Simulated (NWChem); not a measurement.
System: C$_{2}$H$_{4}$BF$_{2}$N; SMILES C=C(F)B(N)F

```xyz
10

C     -1.2007    -1.5387     0.1843
C     -0.0880    -0.8087    -0.0248
F      1.0812    -1.4503    -0.2770
B      0.0345     0.7666     0.0253
N     -1.0713     1.6095    -0.1666
F      1.2428     1.3140     0.2713
H     -1.1812    -2.6389     0.1504
H     -2.1524    -1.0398     0.4155
H     -1.9953     1.2704    -0.4274
H     -0.9976     2.6245    -0.0942
```
Atoms are numbered in this order, from 1.

Level: PBE-D3(BJ)/def2-SVP (NWChem), optimised geometry, unscaled harmonic frequencies. 

Q: List the harmonic frequencies with IR intensities, and the thermochemistry.

A: 
```json
[
 {"frequency (cm⁻¹)": "47", "IR intensity (km/mol)": "0.9"},
 {"frequency (cm⁻¹)": "181", "IR intensity (km/mol)": "1.1"},
 {"frequency (cm⁻¹)": "288", "IR intensity (km/mol)": "1.3"},
 {"frequency (cm⁻¹)": "322", "IR intensity (km/mol)": "0.3"},
 {"frequency (cm⁻¹)": "416", "IR intensity (km/mol)": "11.6"},
 {"frequency (cm⁻¹)": "454", "IR intensity (km/mol)": "149.0"},
 {"frequency (cm⁻¹)": "500", "IR intensity (km/mol)": "11.1"},
 {"frequency (cm⁻¹)": "561", "IR intensity (km/mol)": "3.9"},
 {"frequency (cm⁻¹)": "660", "IR intensity (km/mol)": "22.8"},
 {"frequency (cm⁻¹)": "683", "IR intensity (km/mol)": "6.9"},
 {"frequency (cm⁻¹)": "726", "IR intensity (km/mol)": "0.4"},
 {"frequency (cm⁻¹)": "840", "IR intensity (km/mol)": "48.2"},
 {"frequency (cm⁻¹)": "854", "IR intensity (km/mol)": "6.4"},
 {"frequency (cm⁻¹)": "919", "IR intensity (km/mol)": "27.0"},
 {"frequency (cm⁻¹)": "1153", "IR intensity (km/mol)": "109.2"},
 {"frequency (cm⁻¹)": "1314", "IR intensity (km/mol)": "53.0"},
 {"frequency (cm⁻¹)": "1355", "IR intensity (km/mol)": "264.6"},
 {"frequency (cm⁻¹)": "1379", "IR intensity (km/mol)": "31.9"},
 {"frequency (cm⁻¹)": "1548", "IR intensity (km/mol)": "196.8"},
 {"frequency (cm⁻¹)": "1654", "IR intensity (km/mol)": "30.9"},
 {"frequency (cm⁻¹)": "3094", "IR intensity (km/mol)": "0.1"},
 {"frequency (cm⁻¹)": "3198", "IR intensity (km/mol)": "2.1"},
 {"frequency (cm⁻¹)": "3530", "IR intensity (km/mol)": "45.5"},
 {"frequency (cm⁻¹)": "3640", "IR intensity (km/mol)": "33.6"}
]
```

| Property | Value |
|---|---|
| zero-point energy | 41.9 kcal/mol |
| thermal correction to the enthalpy at 298.15 K (with zero-point energy) | 46.6 kcal/mol |
| heat capacity Cv | 23.2 cal/(mol K) |
| entropy at 298.15 K and 1 atm (symmetry number 1) | 80.7 cal/(mol K) |
| dipole moment | 3.47 D |

Rigid rotor and harmonic oscillator; modes under 100 cm⁻¹ make the entropy uncertain.
